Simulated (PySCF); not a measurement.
Species: C5H11NO.
Z-matrix (Å and degrees, GFN2-xTB geometry), rows numbered from 1:
```
C 
C   1  1.5271
C   2  1.5283  1  111.32
N   2  1.4585  1  111.61  3  -125.18
C   4  1.4401  2  119.14  1    58.12
C   4  1.3430  2  119.10  1  -121.55
O   6  1.2085  4  125.86  2     0.15
H   1  1.0877  2  111.30  3    55.21
H   1  1.0873  2  110.40  3   176.47
H   1  1.0866  2  109.44  3   -64.28
H   2  1.0957  1  109.00  3   119.93
H   3  1.0866  2  109.46  1    64.57
H   3  1.0873  2  110.23  1  -176.19
H   3  1.0880  2  111.34  1   -55.00
H   5  1.0924  4  110.98  2   -66.19
H   5  1.0886  4  109.45  2   174.15
H   5  1.0909  4  110.55  2    54.69
H   6  1.1069  4  112.10  2  -179.81
```

Level of theory: PBE0/def2-SVPD in PySCF (dipole) on a GFN2-xTB geometry, gas phase.

Take the most abundant isotopes and a rigid rotor. The values belong to one conformer with, in the numbering `[CH3:1][CH:2]([CH3:3])[N:4]([CH3:5])[CH:6]=[O:7]`, C1–C2–N4–C5 58°, C2–N4–C6–O7 0°.

Give the principal moments of inertia and the rotational constants in MHz.

Ia = 149.75, Ib = 247.05, Ic = 286.27 u·Å²; 505379 MHz·u·Å²/I gives A = 3375, B = 2046, C = 1765 MHz.

What kind of rotor is it?

An asymmetric top. Ray's parameter κ = (2B − A − C)/(A − C) = -0.652; −1 is the prolate and +1 the oblate limit.

Is it planar, by Δ = Ic − Ia − Ib?

Not planar: Δ = Ic − Ia − Ib = -110.53 u·Å². For a rigid frame Δ = −2 Σ m c², so Σ m c² = 55.27 u·Å² lies off the ab plane: 17.41 from hydrogen and 37.86 from heavier atoms. The atom farthest from that plane is 2.16 Å away.

Give the other two planar moments, Paa and Pbb, and the rms extents of the mass along the axes.

Paa = Σ m a² = (Ib + Ic − Ia)/2 = 191.78 and Pbb = Σ m b² = (Ia + Ic − Ib)/2 = 94.49 u·Å². With the mass M = 101.08 u, the rms extents √(P/M) along a, b and c are 1.38, 0.97, 0.74 Å.

Which types of transition are allowed, and where do some lines up to J = 4 fall?

The dipole components are |μa| = 2.90 D, |μb| = 2.83 D, |μc| = 0.24 D. Intensities carry the squares of the components, which stand as 1.00 : 0.95 : 0.01 (a : b : c). Some of the stronger lines:

| type | branch | J(Ka,Kc) | MHz | lower level (cm⁻¹) |
| --- | --- | --- | --- | --- |
| b | Q | 4(1,3) ← 4(0,4) | 3304 | 1.253 |
| b | Q | 2(2,0) ← 2(1,1) | 4027 | 0.444 |
| b | R | 1(1,1) ← 0(0,0) | 5140 | 0.000 |
| b | R | 2(0,2) ← 1(1,1) | 6253 | 0.171 |
| a | R | 2(1,2) ← 1(1,1) | 7342 | 0.171 |
| a | R | 2(0,2) ← 1(0,1) | 7582 | 0.127 |
| b | R | 2(1,2) ← 1(0,1) | 8671 | 0.127 |
| b | R | 3(0,3) ← 2(1,2) | 10190 | 0.416 |
| a | R | 3(1,3) ← 2(1,2) | 10989 | 0.416 |
| a | R | 4(3,2) ← 3(3,1) | 15314 | 1.205 |
| a | R | 4(3,1) ← 3(3,0) | 15335 | 1.205 |
| a | R | 4(2,2) ← 3(2,1) | 15570 | 0.965 |
| a | R | 4(1,3) ← 3(1,2) | 15713 | 0.839 |
| b | R | 3(3,0) ← 2(2,1) | 18806 | 0.577 |
| b | R | 4(2,3) ← 3(1,2) | 18807 | 0.839 |
| b | R | 4(3,1) ← 3(2,2) | 22708 | 0.959 |

No GFN2-xTB frequencies stand behind this structure, so it isn't proved a minimum. These are rigid-rotor constants of the computed structure; measured ground-state constants (B0) also hold zero-point vibration. A rigid rotor knows nothing of internal rotation, which can split or shift real lines. Quadrupole hyperfine structure (14N) is left out.
